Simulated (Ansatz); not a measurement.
`[O]=[Mo]([F])([F])=[S]` and `[CH3][Mo](=[O])([F])=[S]` differ in one atom or group.

Ansatz, PBE0-D4/def2-TZVP geometries, multiplicity 1. 

Elements past krypton have def2 core potentials.

```tsv
property	`[O]=[Mo]([F])([F])=[S]`
HOMO–LUMO gap (PBE/def2-TZVPP) / eV	2.96
zero-point energy (PBE0-D4/def2-TZVP) / kJ/mol	25.6
HOMO–LUMO gap (B3LYP/def2-TZVPP) / eV	4.46
LUMO energy (PBE/def2-TZVPP) / eV	-4.23
HOMO energy (PBE/def2-TZVPP) / eV	-7.19
HOMO–LUMO gap (ωB97M-V/def2-TZVPP) / eV	9.15
```

Task: Give the same properties after the change, and the shifts. (Best estimate.)

Result: Computed: 
```json
{"property": "HOMO–LUMO gap (PBE/def2-TZVPP) / eV", "`[CH3][Mo](=[O])([F])=[S]`": "2.69", "shift": "-0.27"}
{"property": "zero-point energy (PBE0-D4/def2-TZVP) / kJ/mol", "`[CH3][Mo](=[O])([F])=[S]`": "112.6", "shift": "87.0"}
{"property": "HOMO–LUMO gap (B3LYP/def2-TZVPP) / eV", "`[CH3][Mo](=[O])([F])=[S]`": "4.20", "shift": "-0.26"}
{"property": "LUMO energy (PBE/def2-TZVPP) / eV", "`[CH3][Mo](=[O])([F])=[S]`": "-4.07", "shift": "0.16"}
{"property": "HOMO energy (PBE/def2-TZVPP) / eV", "`[CH3][Mo](=[O])([F])=[S]`": "-6.76", "shift": "0.43"}
{"property": "HOMO–LUMO gap (ωB97M-V/def2-TZVPP) / eV", "`[CH3][Mo](=[O])([F])=[S]`": "8.83", "shift": "-0.32"}
```

With PBE0 the HOMO rises by 0.48 eV and the LUMO rises by 0.21 eV, so the gap narrows by about 0.27 eV. PBE moves the HOMO by 0.43 eV and ωB97M-V by 0.46 eV. The zero-point energy changes by 87.0 kJ/mol with +9 modes.

B3LYP here is the variant with VWN-RPA as its local correlation; programs differ in this.
